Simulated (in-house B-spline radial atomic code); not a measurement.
**Ionising Ca IV (Ca3+) with different functionals**

Computed with a B-spline radial code for spherical atoms: four-component Dirac-Coulomb Hamiltonian, Fermi nucleus of rms radius 3.4776 fm, spin-restricted, spherical fractional occupations for the functionals, and exact exchange of hybrids averaged over the configuration. The ionisation energy is the difference of two self-consistent energies, [Ne] 3s2 3p5 → [Ne] 3s2 3p4, without Breit or QED terms; ε is the level of the shell that loses the electron (mean over j). The electron is taken from both j subshells in proportion to 2j + 1, so the result is a j average, not the step between ground levels.

```json
{"method": "BHandHLYP", "rung": "global hybrid", "ΔSCF (eV)": "68.21", "-ε(3p) (eV)": "64.31"}
{"method": "B3LYP", "rung": "global hybrid", "ΔSCF (eV)": "68.45", "-ε(3p) (eV)": "61.62"}
{"method": "LC-wPBE", "rung": "range-separated hybrid", "ΔSCF (eV)": "?", "-ε(3p) (eV)": "?"}
{"method": "wB97X", "rung": "range-separated hybrid", "ΔSCF (eV)": "?", "-ε(3p) (eV)": "?"}
```

Problem. What does wB97X give?

Solution. ΔSCF 68.35 eV, and -ε(3p) = 64.64 eV.

Problem. What does LC-wPBE give?

Solution. ΔSCF 68.57 eV, and -ε(3p) = 65.04 eV.

Problem. Among the functionals, which spreads more, the ΔSCF values or the orbital energies?

Solution. The orbital energies: ΔSCF values span about 0.36 eV and the orbital energies 3.42 eV; here energy differences depend much less on the functional than eigenvalues do.

Problem. How do they compare with the NIST value?

Solution. NIST lists 67.273 eV ± 0.0021 (semi-empirical, ground level to ground level). Errors run from +0.94 to +1.30 eV. The correlated functionals all miss on the same side by more than they spread, so the cause is common to them (Breit-QED terms, spin polarisation, the choice among j levels, multiplet and fine-structure energies, or a listed next ion that isn't the cheapest removal here) and closeness doesn't rank the functionals.
